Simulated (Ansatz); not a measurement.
The cluster Si4Ge⁻, relaxed as a doublet with UKS B3LYP-D4/def2-SVPD in Ansatz, starting from the GFN2-xTB geometry. Force threshold 0.02 eV/Å.

Another isomer (doublet) lies 1.04 eV lower at PBE0-D4/def2-TZVPD; other spin states weren't run for this one.

Start:

```xyz
5

Si    1.936   -1.009    0.104
Si    0.915    0.848   -0.504
Si   -1.652   -0.373   -0.152
Si   -0.077   -1.354    1.068
Ge   -1.123    1.888   -0.516
```

```
        step  energy (eV)  largest force component (eV/Å)  SCF passes
           1  -88014.3515                           1.599          25
           2  -88014.9855                           0.617          32
           3  -88015.0587                           0.141          25
           4  -88015.0642                           0.110          26
5 (rejected)  -88015.0543                           0.254          30
           6  -88015.0688                           0.021          26
7 (rejected)  -88015.0530                           0.186          26
           8  -88015.0692                           0.004          28
```

Force components are those of the run's own axes.

End:

```tsv
atom	x (Å)	y (Å)	z (Å)
Si1	2.077	-1.118	0.029
Si2	0.712	0.655	-0.381
Si3	-1.624	-0.366	-0.361
Si4	0.023	-1.203	1.192
Ge5	-1.187	2.032	-0.479
```

Bonds formed: Si2–Si3, Si2–Si4 (atoms count from 1).

No frequencies were taken in this run, so the end may be a saddle point.

It took 31 s on 4 threads of Arm Neoverse V2 on a shared host.
